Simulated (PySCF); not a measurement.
NMR data simulated for an unnamed compound:

$^{1}$H NMR (300 MHz, computed): δ 3.95 (s, 6H), 0.47 (m, 2H), 0.31 (m, 2H), -0.54 (m, 1H).

$^{13}$C{$^{1}$H} NMR (computed): δ 53.2 (CH3), 1.2 (CH2), -6.3 (CH).

[PySCF 2.14.0 with density-fitted response routines: GFN2-xTB structure; shieldings: GIAO PBE0/pcSseg-1; no solvent model; single conformer; relativity neglected; equivalent nuclei averaged]

Scale: $^{1}$H (σ = 31.72 ppm), $^{13}$C (σ = 186.93 ppm) against TMS (reference shieldings calculated alike).

Q: Which of these does the molecule contain: a ketone, a three-membered ring, an NH or NH2 group, an OH group?

A: 
- A ketone: no.
- A three-membered ring: yes.
- An NH or NH2 group: no.
- An OH group: no.

The data belong to `CO[Si](F)(OC)C1CC1`, C₅H₁₁FO₂Si; they needn't prove each group on their own.

Carbon signals by region: 1 at 50–100 ppm, 2 below 50 ppm.

Splittings by $^{19}$F in the carbon and heteronuclear signals aren't shown, as no couplings were computed. Shifts are as computed. Against solution values, carbons near 30 ppm lie about +3 ppm off and those near 130 ppm about +5 ppm. Of 1211 compounds with measured shifts, 218 miss one by over three times the rms of a fit or turn the order of signals round; such compounds aren't used in these exercises. Multiplicities follow the n + 1 count of equivalent neighbours, as no J values were calculated; m marks all less simple cases, F and P coupling included.
